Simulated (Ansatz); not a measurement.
Consider the ligand exchange at the Sn–O bond: `[OH][SnH]([Cl])[Cl]` + HCl → `[Cl][SnH]([Cl])[Cl]` + H₂O.

Calculated with Ansatz (gas phase, PBE0-D4/def2-TZVP geometries, no zero-point term in ΔE). CBS: MP2 limit from def2 TZ/QZ plus the TZ coupled-cluster correction, frozen cores. This one scheme is used for every species. Functionals use def2-TZVPP. B3LYP here is the variant with VWN-RPA as its local correlation; programs differ in this. HSE06 is defined as in plane-wave codes. def2 core potentials past Kr. For Sn outer-core shells are correlated without core-valence functions, which leaves a few kJ/mol of doubt a bond. One conformer a species, not always the lowest.

`[OH][SnH]([Cl])[Cl]`:

Cartesian coordinates in Å:
```
O 0.920 0.519 1.184
Sn -0.282 -0.369 -0.051
Cl 0.889 -0.850 -1.984
Cl -1.929 1.130 -0.664
H 1.311 1.323 0.833
H -0.909 -1.753 0.683
```

HCl:

```xyz
2

Cl    0.281    0.118    0.562
H    -0.281   -0.118   -0.562
```

`[Cl][SnH]([Cl])[Cl]`:

Cartesian coordinates in Å:
```
Cl -0.186 0.270 -2.220
Sn -0.030 -0.160 0.034
Cl -1.528 1.219 1.103
Cl 2.079 0.460 0.709
H -0.335 -1.789 0.375
```

H₂O:

Cartesian coordinates in Å:
```
O 0.060 -0.193 -0.333
H -0.315 -0.536 0.481
H 0.254 0.729 -0.149
```

```tsv
level	ΔE (eV)
LDA (SPW92)	-0.57
B3LYP	-0.59
r2SCANh	-0.62
HSE06	-0.65
```

Problem. What does CCSD(T)/CBS give? (An estimate is asked.)

Solution. Computed: -0.62 eV. The listed levels differ from it by 0.05, 0.03, 0.00, -0.03 eV.

Largest T1 diagnostic among the species: 0.012.

In def2-TZVPP, CCSD(T) changes the Hartree–Fock value by +0.10 eV (the triples alone add +0.01 eV) and MP2 by +0.07 eV. From r2SCAN to r2SCAN0 (25 % exact exchange), in def2-TZVPP and without D4, ΔE moves by −0.05 eV. Leaving LDA and LC-ωPBE aside and taking each functional with its dispersion term where it has one, the values, not all of them listed here, spread over 0.10 eV, from BHLYP-D4 to BLYP-D4.
